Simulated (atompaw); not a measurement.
Reading a pseudo-wave (erbium)

Columns: radius, all-electron u(r) and pseudo u(r) of the 5s shell (level -56.05 eV) of erbium in the configuration [Kr] 4d10 4f11 5s2 5p6 5d1 6s2 6p0; PBEsol, scalar-relativistic, PAW (atompaw) scheme, atompaw 4.2.0.5.

```tsv
r (bohr)	all-electron	pseudo
0.115	0.1587	0.2374
0.231	0.1500	0.4659
0.346	-0.4798	0.6718
0.462	-0.5008	0.8497
0.577	-0.1010	0.9901
0.692	0.3665	1.0905
0.808	0.7339	1.1496
0.923	0.9554	1.1674
1.038	1.0528	1.1479
1.154	1.0587	1.0959
1.269	1.0056	1.0192
1.385	0.9181	0.9242
1.500	0.8161	0.8204
1.615	0.7106	0.7141
1.731	0.6084	0.6106
1.846	0.5153	0.5161
1.962	0.4316	0.4317
2.077	0.3592	0.3592
2.192	0.2972	0.2972
2.308	0.2442	0.2442
2.423	0.2001	0.2001
2.538	0.1634	0.1634
2.654	0.1328	0.1328
2.769	0.1079	0.1079
2.885	0.0874	0.0874
3.000	0.0707	0.0707
```

(1) How many radial nodes do the two functions have?

(2) At about which radius was the pseudo-wave matched?

(3) Is the pseudo-wave norm-conserving?

Results:

(1) The all-electron 5s function has n − l − 1 = 4 (the table is too coarse to show those close to the nucleus); the pseudo-wave has 0, since the states of the same l below it are removed with the core.

(2) 2.05 bohr, where the columns begin to agree (steps of 0.12 bohr).

(3) No, it belongs to a PAW set: the norm inside the radius is not constrained, and the difference is carried by the augmentation charge.
